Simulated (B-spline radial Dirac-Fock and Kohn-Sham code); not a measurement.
Level of theory: the Dirac equation of a negative muon with reduced mass in the field of a spherical finite nucleus, with the Uehling potential to all orders; nuclear polarisation, deformation, hyperfine structure, self-energy, higher-order vacuum polarisation, relativistic recoil and electron screening are left out; a radial finite-basis atomic code. The nuclear charge is a Fermi distribution (skin thickness 2.3 fm).

Task: A muonic atom of atomic mass 48.97 u emits these computed lines: 2p3/2 → 1s1/2 712.0 keV, 3d5/2 → 2p3/2 141.6 keV, 4f7/2 → 3d5/2 49.41 keV, 5g9/2 → 4f7/2 22.84 keV. Which element is it, and what rms charge radius was used?

Result: Potassium (Z = 19, nuclide ⁴⁹K); the high transitions hardly feel the nucleus and fix Z. The 2p → 1s line lies 52.51 keV below the value for a point nucleus without QED, which for this nuclear model gives a radius near 3.49 fm (3.4913 fm was used).
